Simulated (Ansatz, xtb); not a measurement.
**Ranking isomers of C4H2F2O**

4 gas-phase structures of C4H2F2O, from a drawn sample of its isomers (lower ones may exist). Each was relaxed with GFN2-xTB:

A. `Fc1ccoc1F`, a singlet
B. `Fc1ccc(F)o1`, a singlet
C. `Fc1coc(F)c1`, a singlet
D. `Fc1cocc1F`, a singlet

**Question.** Make a reasoned guess at their ranking by r2SCAN-D4/def2-SVP single-point energy.

**Answer.** Calculated order at r2SCAN-D4/def2-SVP: B (0.0), C (9.4), A (25.3), D (39.4) kJ/mol.

Energies above the lowest of each column, in kJ/mol; the last columns are at B3LYP-D3(BJ)/def2-SVP geometries:

```json
{"structure": "B", "GFN2-xTB": "0.0", "HF/STO-3G": "0.0", "r2SCAN-D4/def2-SVP": "0.0", "B3LYP-D3(BJ)/def2-SVP": "0.0", "CCSD(T)/def2-SVP + ΔMP2/def2-TZVPP": "0.0"}
{"structure": "C", "GFN2-xTB": "1.6", "HF/STO-3G": "13.6", "r2SCAN-D4/def2-SVP": "9.4", "B3LYP-D3(BJ)/def2-SVP": "8.1", "CCSD(T)/def2-SVP + ΔMP2/def2-TZVPP": "8.3"}
{"structure": "A", "GFN2-xTB": "14.0", "HF/STO-3G": "23.9", "r2SCAN-D4/def2-SVP": "25.3", "B3LYP-D3(BJ)/def2-SVP": "23.2", "CCSD(T)/def2-SVP + ΔMP2/def2-TZVPP": "22.2"}
{"structure": "D", "GFN2-xTB": "16.7", "HF/STO-3G": "38.2", "r2SCAN-D4/def2-SVP": "39.4", "B3LYP-D3(BJ)/def2-SVP": "35.2", "CCSD(T)/def2-SVP + ΔMP2/def2-TZVPP": "34.7"}
```

Every level run on B puts it lowest or level with the lowest. ΔMP2 is the change of the MP2 energy from the smaller to the larger basis.

Over these structures GFN2-xTB departs from r2SCAN-D4/def2-SVP by 6.6 kJ/mol on average once a common shift is removed. A GFN2-xTB relaxation took about 0.32 s and the r2SCAN-D4/def2-SVP energy about 4.4 s on a shared host (Ansatz 0.2.0, xtb 6.7.1).
